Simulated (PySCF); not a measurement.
Isomers of C6H11NOSi.

All values: PBE0/pcSseg-1 (PySCF) at GFN2-xTB geometries, gas phase, one conformer each.

(1) Rank by LUMO energy, highest first.
A. `[CH3:1][O:2][C@@H:3]1[CH2:4][C@@H:5]([C:6]#[N:7])[CH2:8][SiH2:9]1` with C1–O2–C3–C4 -78°, O2–C3–C4–C5 -74°, C3–C4–C5–C6 -175°, C4–C5–C8–Si9 39°, C5–C8–Si9–C3 -14°
B. `[CH3:1][c:2]1[cH:3][o:4][c:5]([CH2:6][CH2:7][SiH3:8])[n:9]1` with O4–C5–C6–C7 -74°, C5–C6–C7–Si8 57°
C. `[CH2:1]=[CH:2][CH2:3][C@H:4]([C:5]#[N:6])[CH2:7][O:8][SiH3:9]` with C1–C2–C3–C4 115°, C2–C3–C4–C5 59°, C3–C4–C7–O8 -65°, C4–C7–O8–Si9 158°
D. `[CH3:1][O:2][C@@H:3]1[C@@H:4]([SiH3:5])[C@@H:6]1[CH2:7][C:8]#[N:9]` with C1–O2–C3–C4 164°, C4–C6–C7–C8 -160°
E. `[CH3:1][CH2:2][CH2:3][O:4][SiH2:5]/[CH:6]=[CH:7]/[C:8]#[N:9]` with C1–C2–C3–O4 180°, C2–C3–O4–Si5 180°, C3–O4–Si5–C6 180°, O4–Si5–C6–C7 0°
F. `[CH2:1]=[C:2]([C:3]#[N:4])[CH2:5][SiH2:6][CH2:7][O:8][CH3:9]` with C1–C2–C5–Si6 -99°, C2–C5–Si6–C7 -61°, C5–Si6–C7–O8 -56°, Si6–C7–O8–C9 169°

(2) Rank by the highest IAO charge on any atom, lowest value first.
A. `[N:1]#[C:2][CH2:3][C@@H:4]1[CH2:5][CH2:6][SiH2:7][O:8][CH2:9]1` with C2–C3–C4–C5 60°, C3–C4–C5–C6 168°, C4–C5–C6–Si7 54°, C5–C6–Si7–O8 -35°, C6–Si7–O8–C9 34°
B. `[CH2:1]=[CH:2][CH2:3][C@H:4]([C:5]#[N:6])[CH2:7][O:8][SiH3:9]` with C1–C2–C3–C4 115°, C2–C3–C4–C5 59°, C3–C4–C7–O8 -65°, C4–C7–O8–Si9 158°
C. `[CH3:1][O:2][C@@H:3]1[C@@H:4]([SiH3:5])[C@@H:6]1[CH2:7][C:8]#[N:9]` with C1–O2–C3–C4 164°, C4–C6–C7–C8 -160°
D. `[CH3:1][c:2]1[cH:3][o:4][c:5]([CH2:6][CH2:7][SiH3:8])[n:9]1` with O4–C5–C6–C7 -74°, C5–C6–C7–Si8 57°
E. `[CH3:1][CH2:2][CH2:3][O:4][SiH2:5]/[CH:6]=[CH:7]/[C:8]#[N:9]` with C1–C2–C3–O4 180°, C2–C3–O4–Si5 180°, C3–O4–Si5–C6 180°, O4–Si5–C6–C7 0°
F. `[CH2:1]=[C:2]([C:3]#[N:4])[CH2:5][SiH2:6][CH2:7][O:8][CH3:9]` with C1–C2–C5–Si6 -99°, C2–C5–Si6–C7 -61°, C5–Si6–C7–O8 -56°, Si6–C7–O8–C9 169°

(3) Rank by the lowest Hirshfeld charge on any atom, lowest value first.
A. `[CH3:1][O:2][C@@H:3]1[CH2:4][C@@H:5]([C:6]#[N:7])[CH2:8][SiH2:9]1` with C1–O2–C3–C4 -78°, O2–C3–C4–C5 -74°, C3–C4–C5–C6 -175°, C4–C5–C8–Si9 39°, C5–C8–Si9–C3 -14°
B. `[CH2:1]=[CH:2][NH:3][C:4](=[O:5])[C@H:6]1[CH2:7][CH2:8][SiH2:9]1` with C1–C2–N3–C4 -178°, C2–N3–C4–O5 -1°, N3–C4–C6–C7 166°, C4–C6–C7–C8 124°, C6–C7–C8–Si9 -9°, C7–C8–Si9–C6 7°, C4–C6–Si9–C8 -124°
C. `[CH2:1]=[C:2]([C:3]#[N:4])[CH2:5][SiH2:6][CH2:7][O:8][CH3:9]` with C1–C2–C5–Si6 -99°, C2–C5–Si6–C7 -61°, C5–Si6–C7–O8 -56°, Si6–C7–O8–C9 169°
D. `[CH2:1]=[CH:2][CH2:3][C@H:4]([C:5]#[N:6])[CH2:7][O:8][SiH3:9]` with C1–C2–C3–C4 115°, C2–C3–C4–C5 59°, C3–C4–C7–O8 -65°, C4–C7–O8–Si9 158°

Answers

(1) D (0.57 eV), A (0.37 eV), B (-0.04 eV), C (-0.19 eV), F (-1.38 eV), E (-1.76 eV).

(2) D (+0.594 e), C (+0.618 e), F (+0.783 e), B (+0.875 e), A (+1.003 e), E (+1.025 e).

(3) B (-0.270 e), A (-0.240 e), D (-0.227 e), C (-0.204 e).

All values together:

| SMILES | μ (D) | HOMO (eV) | LUMO (eV) | lowest IAO charge (e) | highest IAO charge (e) | lowest Hirshfeld charge (e) | highest Hirshfeld charge (e) |
| --- | --- | --- | --- | --- | --- | --- | --- |
| CCCO[SiH2]/C=C/C#N | 5.32 | -8.20 | -1.76 | -0.647 (O) | +1.025 (Si) | -0.218 (N) | +0.407 (Si) |
| Cc1coc(CC[SiH3])n1 | 0.71 | -6.74 | -0.04 | -0.531 (C) | +0.594 (Si) | -0.201 (N) | +0.294 (Si) |
| CO[C@@H]1C[C@@H](C#N)C[SiH2]1 | 4.13 | -7.65 | 0.37 | -0.534 (C) | +0.751 (Si) | -0.240 (N) | +0.349 (Si) |
| O=C=N[SiH]1CCCCC1 | 2.96 | -7.73 | 0.69 | -0.577 (N) | +1.048 (Si) | -0.233 (N) | +0.418 (Si) |
| C=CCC[C@@H](C#N)O[SiH3] | 3.04 | -7.75 | -0.24 | -0.630 (O) | +0.869 (Si) | -0.210 (N/O) | +0.386 (Si) |
| N#CC[C@@H]1CC[SiH2]OC1 | 3.64 | -7.87 | 0.42 | -0.645 (O) | +1.003 (Si) | -0.230 (O) | +0.403 (Si) |
| CO[C@@H]1[C@@H]([SiH3])[C@@H]1CC#N | 2.78 | -7.46 | 0.57 | -0.427 (C) | +0.618 (Si) | -0.232 (N) | +0.323 (Si) |
| C=C(C#N)C[SiH2]COC | 2.75 | -7.40 | -1.38 | -0.533 (C) | +0.783 (Si) | -0.204 (N) | +0.345 (Si) |
| C=C[C@@H](C)[C@H](C#N)O[SiH3] | 3.91 | -7.95 | -0.29 | -0.631 (O) | +0.874 (Si) | -0.213 (N) | +0.384 (Si) |
| C=CC[C@H](C#N)CO[SiH3] | 3.44 | -7.90 | -0.19 | -0.644 (O) | +0.875 (Si) | -0.227 (N) | +0.388 (Si) |
| C=CNC(=O)[C@H]1CC[SiH2]1 | 3.36 | -6.56 | -0.28 | -0.542 (C) | +0.753 (Si) | -0.270 (O) | +0.359 (Si) |
| [H]/N=C/CCO[SiH2]C#CC | 2.55 | -7.16 | -0.22 | -0.645 (O) | +1.020 (Si) | -0.238 (N) | +0.407 (Si) |

Conformers: `[CH3:1][CH2:2][CH2:3][O:4][SiH2:5]/[CH:6]=[CH:7]/[C:8]#[N:9]` with C1–C2–C3–O4 180°, C2–C3–O4–Si5 180°, C3–O4–Si5–C6 180°, O4–Si5–C6–C7 0°; `[CH3:1][c:2]1[cH:3][o:4][c:5]([CH2:6][CH2:7][SiH3:8])[n:9]1` with O4–C5–C6–C7 -74°, C5–C6–C7–Si8 57°; `[CH3:1][O:2][C@@H:3]1[CH2:4][C@@H:5]([C:6]#[N:7])[CH2:8][SiH2:9]1` with C1–O2–C3–C4 -78°, O2–C3–C4–C5 -74°, C3–C4–C5–C6 -175°, C4–C5–C8–Si9 39°, C5–C8–Si9–C3 -14°; `[O:1]=[C:2]=[N:3][SiH:4]1[CH2:5][CH2:6][CH2:7][CH2:8][CH2:9]1` with C2–N3–Si4–C5 -100°, N3–Si4–C5–C6 -158°, Si4–C5–C6–C7 57°, C5–C6–C7–C8 -70°, C6–C7–C8–C9 69°; `[CH2:1]=[CH:2][CH2:3][CH2:4][C@@H:5]([C:6]#[N:7])[O:8][SiH3:9]` with C1–C2–C3–C4 -120°, C2–C3–C4–C5 -179°, C3–C4–C5–C6 61°, C4–C5–O8–Si9 170°; `[N:1]#[C:2][CH2:3][C@@H:4]1[CH2:5][CH2:6][SiH2:7][O:8][CH2:9]1` with C2–C3–C4–C5 60°, C3–C4–C5–C6 168°, C4–C5–C6–Si7 54°, C5–C6–Si7–O8 -35°, C6–Si7–O8–C9 34°; `[CH3:1][O:2][C@@H:3]1[C@@H:4]([SiH3:5])[C@@H:6]1[CH2:7][C:8]#[N:9]` with C1–O2–C3–C4 164°, C4–C6–C7–C8 -160°; `[CH2:1]=[C:2]([C:3]#[N:4])[CH2:5][SiH2:6][CH2:7][O:8][CH3:9]` with C1–C2–C5–Si6 -99°, C2–C5–Si6–C7 -61°, C5–Si6–C7–O8 -56°, Si6–C7–O8–C9 169°; `[CH2:1]=[CH:2][C@@H:3]([CH3:4])[C@H:5]([C:6]#[N:7])[O:8][SiH3:9]` with C1–C2–C3–C4 123°, C2–C3–C5–C6 -178°, C3–C5–O8–Si9 -125°; `[CH2:1]=[CH:2][CH2:3][C@H:4]([C:5]#[N:6])[CH2:7][O:8][SiH3:9]` with C1–C2–C3–C4 115°, C2–C3–C4–C5 59°, C3–C4–C7–O8 -65°, C4–C7–O8–Si9 158°; `[CH2:1]=[CH:2][NH:3][C:4](=[O:5])[C@H:6]1[CH2:7][CH2:8][SiH2:9]1` with C1–C2–N3–C4 -178°, C2–N3–C4–O5 -1°, N3–C4–C6–C7 166°, C4–C6–C7–C8 124°, C6–C7–C8–Si9 -9°, C7–C8–Si9–C6 7°, C4–C6–Si9–C8 -124°; `[H]/[N:9]=[CH:8]/[CH2:7][CH2:6][O:5][SiH2:4][C:3]#[C:2][CH3:1]` with C3–Si4–O5–C6 59°, Si4–O5–C6–C7 -171°, O5–C6–C7–C8 67°, C6–C7–C8–N9 128°.
